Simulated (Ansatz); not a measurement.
Consider the atomization: `[SiH3]O[SiH](Cl)Cl` → 2 Cl• + 4 H• + O• + 2 Si•.

Calculated with Ansatz (gas phase, PBE0-D4/def2-TZVP geometries, no zero-point term in ΔE). CCSD(T)/CBS is the MP2 limit (def2-TZVPP, def2-QZVPP) plus CCSD(T) − MP2 in def2-TZVPP, frozen cores. This one scheme is used for every species, atoms too. DFT in def2-TZVPP. HSE06 is defined as in plane-wave codes. Open shells (•) are unrestricted, without spin–orbit coupling. Spin–orbit coupling would lower the free atoms: a little for Cl, O, Si. Each species was taken in one conformer, which may not be the lowest.

CCSD(T)/CBS gives +32.00 eV.

Task: Another level gave +31.19 eV. Which?
A. BHLYP-D4/def2-TZVPP
B. revPBE/def2-TZVPP
C. HSE06/def2-TZVPP
D. CAM-B3LYP-D4/def2-TZVPP

Result: C. HSE06 31.19, revPBE 30.25, CAM-B3LYP-D4 31.78, BHLYP-D4 31.06 eV.

Largest T1 diagnostic among the species: 0.012.

At CCSD(T), def2-SVP lies −2.91 eV from the extrapolated value and def2-TZVPP −1.04 eV: correlation converges slowly with the basis, and small sets miss more of it in the bonded molecule than in its fragments. The D4 term adds +0.46 eV with B3LYP and +0.24 eV with PBE0; it sums over pairs of atoms, weighted by their polarisabilities, and B3LYP, whose exchange is more repulsive, gets the larger term. From PBE to PBE0 (25 % exact exchange), in def2-TZVPP and without D4, ΔE moves by −0.22 eV: exact exchange takes away binding that semilocal exchange gives to molecules.

B3LYP here is the variant with VWN-RPA as its local correlation; programs differ in this.

For atomizations the MP2-based limit and the directly extrapolated one differ by several kJ/mol either way, and by 10 to 25 for some Ge, Se and Sn compounds, so smaller differences from it don't rank the levels.
